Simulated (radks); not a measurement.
Values are calculated unless marked as measured or tabulated.
Q: Species: Tl+. Configuration: [Hg]. Code: a radial shooting solver on a logarithmic mesh with Libxc functionals. Model: Dirac Kohn-Sham, PBE, spin-unpolarised, spherical densities, finite nucleus; Fermi nuclear charge, rms radius 5.4759 fm. Some entries of the table are withheld. Estimate them.

| orbital | occ. | eigenvalue (hartree) | r(max) (bohr) |
|---|---|---|---|
| 1s1/2 | 2 | -3139.863 | 0.01003 |
| 2s1/2 | 2 | -558.8346 | 0.05837 |
| 2p1/2 | 2 | -536.6389 | 0.04279 |
| 2p3/2 | 4 | -460.7362 | 0.05039 |
| 3s1/2 | 2 | -133.5787 | 0.1642 |
| 3p1/2 | 2 | -123.5230 | 0.1530 |
| 3p3/2 | 4 | -106.6489 | 0.1684 |
| 3d3/2 | 4 | -89.98355 | 0.1309 |
| 3d5/2 | 6 | -86.37956 | 0.1351 |
| 4s1/2 | 2 | -30.01813 | 0.3695 |
| 4p1/2 | 2 | -25.67677 | 0.3672 |
| 4p3/2 | 4 | -21.57455 | 0.3985 |
| 4d3/2 | 4 | (1) | (2) |
| 4d5/2 | 6 | (3) | (4) |
| 5s1/2 | 2 | -5.06520 | (5) |
| 4f5/2 | 6 | -4.53994 | (6) |
| 4f7/2 | 8 | -4.37093 | (7) |
| 5p1/2 | 2 | -3.60785 | 0.8504 |
| 5p3/2 | 4 | -2.86550 | 0.9285 |
| 5d3/2 | 4 | -0.88561 | 1.096 |
| 5d5/2 | 6 | -0.80448 | 1.131 |
| 6s1/2 | 2 | -0.59908 | 2.049 |

A: 
(1) 4d3/2 eigenvalue (hartree): -14.47232
(2) 4d3/2 r(max) (bohr): 0.3903
(3) 4d5/2 eigenvalue (hartree): -13.70687
(4) 4d5/2 r(max) (bohr): 0.3998
(5) 5s1/2 r(max) (bohr): 0.8091
(6) 4f5/2 r(max) (bohr): 0.3558
(7) 4f7/2 r(max) (bohr): 0.3603
